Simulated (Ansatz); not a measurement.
C2H9BOSi, SMILES `CBO[SiH2]C`. Charge 0, multiplicity 1.

Z-matrix (Å, degrees):
```
C
B 1 1.561
H 1 1.096 2 110.1
H 1 1.091 2 113.7 3 -122.5
H 1 1.096 2 109.9 3 115.4
O 2 1.354 1 120.7 3 122.9
H 2 1.209 1 121.0 3 -57.0
Si 6 1.658 2 132.4 1 -180.0
C 8 1.857 6 109.1 2 120.0
H 8 1.488 6 109.4 2 -1.7
H 8 1.486 6 107.1 2 -120.1
H 9 1.093 8 110.3 6 177.4
H 9 1.092 8 110.8 6 57.7
H 9 1.092 8 111.0 6 -62.8
```

Q: What are the harmonic wavenumbers in cm⁻¹ at PBE0-D4/def2-TZVP (Ansatz, finite differences of forces, unscaled)? (Best estimate.)

A: The calculation gave: 43, 85, 97, 132, 175, 253, 361, 503, 650, 659, 718, 740, 768, 880, 889, 937, 964, 990, 1025, 1157, 1279, 1309, 1389, 1445, 1449, 1451, 1464, 2214, 2228, 2530, 3034, 3051, 3093, 3135, 3137, 3142.

Q: Is this a minimum?

A: Yes, all 36 modes are real.

Q: Give the ideal-gas thermochemistry at 298.15 K and 1 bar (rigid rotor, harmonic oscillator; point group C1, symmetry number 1).

A: Zero-point energy 283.4 kJ/mol; H(298) − E = 308.0 kJ/mol; entropy 375.4 J/(mol·K), of which translation 164.7, rotation 112.0, vibration 98.7; G(298) − E = 196.1 kJ/mol. Modes under 100 cm⁻¹ are hindered rotations or soft bends, so the harmonic entropy is rough.

Q: And at 400, 500, 600, 800 and 1000 K?

A: 
| T (K) | H − E (kJ/mol) | S (J/mol/K) | G − E (kJ/mol) |
| --- | --- | --- | --- |
| 400 | 322.2 | 416.3 | 155.7 |
| 500 | 338.8 | 453.2 | 112.2 |
| 600 | 357.6 | 487.5 | 65.1 |
| 800 | 400.4 | 548.7 | -38.6 |
| 1000 | 448.4 | 602.3 | -153.8 |
